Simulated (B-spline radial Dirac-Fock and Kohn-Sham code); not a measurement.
Model: configuration-average Dirac-Fock orbitals. Program: a radial finite-basis atomic code.

Question: This computed X-ray form factor belongs to an atom or ion in its tabulated ground configuration. Which?

| sin θ/λ (Å⁻¹) | f₀ |
| --- | --- |
| 0.25 | 3.994 |
| 0.35 | 3.988 |
| 0.6 | 3.966 |
| 0.7 | 3.954 |
| 1.4 | 3.821 |
| 2 | 3.650 |
| 2.5 | 3.478 |
| 3.5 | 3.089 |
| 5 | 2.512 |

Answer: Os⁷²⁺, with 4 electrons in [He] 2s2. f₀ tends to the number of electrons as s goes to zero, which the first rows give only roughly, and the rate of fall reflects the nuclear charge, 76.
